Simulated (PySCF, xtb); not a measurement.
H₂OSZn, SMILES [OH][Zn][SH].

GFN2-xTB (xtb 6.7.1) at its own geometry gives an orbital gap of 2.88 eV and a dipole moment of 3.96 D.

Geometry optimised at PBE0-D3(BJ)/def2-TZVP. Other conformers were not sampled.

Question: What does ωB97X/def2-TZVPD in PySCF give? (An estimate is asked for; the answer gives what the named calculation found.)

Answer: gap 10.60 eV (levels -9.94 and 0.65 eV), dipole 1.48 D.
